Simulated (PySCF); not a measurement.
# Correlation energy of Pb (lead, neutral)

[Xe] 4f14 5d10 6s1 6p3, high-spin 5S determinant (an excited configuration). All numbers are calculated (PySCF 2.14, scalar relativity through the core potential, in cc-pwCVTZ-PP with ECP60MDF). Frozen: 5s2 5p6 5d10; 4 electrons correlated.

MP2 pair energies summed by pair of shells (mhartree):

| pair | energy | share (%) |
| --- | --- | --- |
| 6p-6p | -10.47 | 75.0 |
| 6s-6p | -3.49 | 25.0 |

Total MP2 correlation energy: -13.96 mhartree.

Same-spin part -13.96 and opposite-spin part 0.00 mhartree; SCS-MP2 scales them by 1/3 and 6/5 to -4.65 mhartree.

Spin-orbit coupling is strong in this species, so the high-spin LS determinant is a model state.
